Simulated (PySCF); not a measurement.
Ir: excitation energy

Ir [Xe] 4f14 5d7 6s2 (4F) → Ir [Xe] 4f14 5d7 6s1 6p1 (high-spin determinant), as a difference of total energies. Computed with PySCF 2.14 in x2c-TZVPPall (11s7p7d3f1g, 97 functions), with the spin-free X2C one-electron Hamiltonian (Gaussian nucleus). Correlated levels: valence: [Xe] 4f14 frozen. The calculations carry no spin-orbit coupling.

```csv
method,excitation energy (eV)
UHF,2.185
MP2 (valence),3.497
SCS-MP2 (valence),3.763
CCSD (valence),3.411
CCSD(T) (valence),3.496
```

Q: How much does correlation contribute at CCSD(T) (valence)?

A: 3.496 − (2.185) = 1.311 eV, measured against UHF.

A first-order spin-orbit estimate (lowest level to lowest level, LS coupling) adds 0.230 eV.

The basis was made for the ground configuration and has no added diffuse functions, so the excitation energy can come out too high.

The determinant of the upper state mixes LS terms, which raises its energy above the lowest term, most at the Hartree-Fock and MP2 levels.
